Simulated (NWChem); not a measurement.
# Si$_{3}$H$_{7}$, doublet; SMILES [SiH3][SiH][SiH3]

Computed with NWChem. Spin-unrestricted. In the optimisation the excess spin sits in a' (Cs, its own frame). The geometry was optimised at PBE0/def2-SVP, spin-unrestricted. No stability test was run on the SCF state. Total energies compare along this basis series because the functional is fixed.

```json
[
 {"level": "UHF/STO-3G", "basis functions": "34", "energy (Ha)": "-860.8419", "highest occupied level (eV)": "-5.69", "lowest empty minus highest occupied level, either spin (eV)": "12.27", "dipole (D)": "0.45"},
 {"level": "UHF/def2-SVP", "basis functions": "89", "energy (Ha)": "-870.5533", "highest occupied level (eV)": "-8.66", "lowest empty minus highest occupied level, either spin (eV)": "?", "dipole (D)": "0.05"},
 {"level": "UHF/def2-SVPD", "basis functions": "128", "energy (Ha)": "-870.5613", "highest occupied level (eV)": "-8.59", "lowest empty minus highest occupied level, either spin (eV)": "9.35", "dipole (D)": "0.09"},
 {"level": "UHF/def2-TZVP", "basis functions": "153", "energy (Ha)": "-870.8593", "highest occupied level (eV)": "-8.62", "lowest empty minus highest occupied level, either spin (eV)": "9.39", "dipole (D)": "0.07"},
 {"level": "UHF/def2-TZVPD", "basis functions": "192", "energy (Ha)": "-870.8599", "highest occupied level (eV)": "-8.61", "lowest empty minus highest occupied level, either spin (eV)": "9.29", "dipole (D)": "0.09"},
 {"level": "UHF/def2-TZVPP", "basis functions": "224", "energy (Ha)": "-870.8605", "highest occupied level (eV)": "-8.62", "lowest empty minus highest occupied level, either spin (eV)": "9.39", "dipole (D)": "0.06"}
]
```

Question: Fill in the missing entries.

Answer: 
- UHF/def2-SVP, lowest empty minus highest occupied level, either spin (eV): 9.48
